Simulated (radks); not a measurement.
Kinetic energies: the exact non-interacting value of the Kohn-Sham orbitals and orbital-free approximations, as 100 (|E| - |E exact|)/|E exact|, negative where the magnitude is too small. Species: As [Ar] 3d10 4s2 4p3; Si2+ [Ne] 3s2; Au [Xe] 4f14 5d10 6s1; Sn4+ [Kr] 4d10. Method: non-relativistic Kohn-Sham, LDA (Slater exchange, Perdew-Wang correlation), spin-polarised, spherical densities, point nucleus; computed with a radial shooting solver on a logarithmic mesh with Libxc functionals. Every spin shell is full or empty, so the densities are truly spherical. Functionals are evaluated on that one density, not self-consistently.

functional            As     Si2+       Au     Sn4+
exact (hartree)  2230.50  286.650  17854.7  6013.24
Thomas-Fermi       -6.09    -7.58    -4.65    -5.29
von Weizsacker    -52.31   -36.59   -64.47   -58.46
TF + vW           +41.59   +55.83   +30.88   +36.25
TF + vW/9          -0.79    -0.53    -0.70    -0.68
TF + vW/5          +3.44    +5.10    +2.46    +3.02
APBEK              +0.05    +0.27    +0.03    +0.12
revAPBEK           +0.28    +0.66    +0.17    +0.30
Perdew 92          -0.78    -0.52    -0.69    -0.67
Pearson            -1.17    -1.74    -0.85    -0.92
LKT               +22.46   +32.29   +15.96   +19.19
PG1               +17.76   +26.26   +12.44   +15.08
DePristo-Kress     -0.13    0.00    -0.21    -0.10
Ernzerhof          -0.43    +0.16    -0.49    -0.40
